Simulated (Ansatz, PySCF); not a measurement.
Al(H)(Cl)(Et) (C2H6AlCl), SMILES C[CH2][AlH][Cl].

Coordinates come from a PBE0-D3(BJ)/def2-SVP optimisation. The structure was generated by enumeration; whether it is a known compound was not checked. One conformer was computed; it need not be the lowest.

Vertical ionisation energy (IE) and electron affinity (EA) in eV. Rows of orbital energies are one-electron estimates. Where ΔSCF, EOM or ADC give a negative EA the extra electron is unbound and the value depends on the basis.

```tsv
level	IE	EA
−ε(HOMO), −ε(LUMO), PBE0/def2-TZVP (PySCF)	7.81	1.18
−ε(HOMO), −ε(LUMO), PBE/def2-TZVP (PySCF)	6.55	1.95
ΔSCF, CAM-B3LYP/def2-SVPD (Ansatz), final states of multiplicity 2 and 2	[?]	[?]
ΔSCF, PBE/def2-SVPD (Ansatz), final states of multiplicity 2 and 2	9.50	-0.22
```

Problem. Complete the blanks. (Estimate from the structure and the level; the computed values follow.)

Solution. 
- ΔSCF, CAM-B3LYP/def2-SVPD (Ansatz, a first-principles code), final states of multiplicity 2 and 2, IE: 10.09
- ΔSCF, CAM-B3LYP/def2-SVPD (Ansatz), final states of multiplicity 2 and 2, EA: -0.40

Problem. What vertical singlet–triplet gap does ΔSCF give with CAM-B3LYP/def2-SVPD (Ansatz) and with PBE/def2-SVPD (Ansatz)? (An estimate is asked for; the answer gives what the named calculation found.)

Solution. 5.18 and 4.47 eV (triplet above singlet where positive).
